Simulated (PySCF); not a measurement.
From computed data to an observable: oscillator strength and radiative lifetime

C2H6N2Si2, SMILES C1=NC=N[SiH2][SiH2]1.

Coordinates come from a r2SCAN-D4/def2-SVP optimisation. This is a generated structure with no PubChem entry under its InChIKey; it may be hypothetical.

TDA-PBE/def2-SVPD in PySCF puts the first singlet state with f over 0.02 at 3.63 eV (vertical), with the transition dipole (-0.154, -0.456, 0.117) in atomic units.

**Question.** Find the oscillator strength, the wavelength and the radiative lifetime that this transition would have in vacuum if emission retraced absorption.

**Answer.** 
|μ|² = 0.2453 au, so |μ| = 1.26 D. ΔE = 3.63/27.211 = 0.1334 hartree. f = (2/3) ΔE |μ|² = 0.022 (the program prints 0.022).
λ = 1239.84/3.63 = 342 nm; ν = 29278 cm⁻¹.
Einstein's coefficient A = 0.6670 ν² f s⁻¹ (ν in cm⁻¹) = 1.2e7 s⁻¹, so τ = 1/A = 80 ns. This state is S2; the lower singlet has f = 0.002. The figure is the radiative limit of this one transition; relaxation, internal conversion, crossing to triplets and a medium change what is measured.
